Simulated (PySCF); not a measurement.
C7H7N3O, SMILES Cn1cccc1-c1nnco1.

Geometry: r2SCAN-D4/def2-SVP. The values are those of a single conformer.

The numbers are results of CAM-B3LYP/def2-SVP run with PySCF, not measurements.

Gas-phase values at a fixed geometry.

| Quantity | Value |
|---|---|
| total energy | -509.77798 hartree |
| point group | Cs |
| highest occupied level | -7.34 eV |
| lowest empty level | 0.18 eV |
| orbital gap | 7.52 eV |
| dipole moment | 2.03 D |
| quadrupole, principal values (traceless, Buckingham form, about the centre of nuclear charge) | -14.54, -5.43, 19.98 D·Å |
| mean static polarisability | 93.7 bohr³ (13.88 Å³) |
| polarisability, principal values | 46.6, 95.5, 139.0 bohr³ |
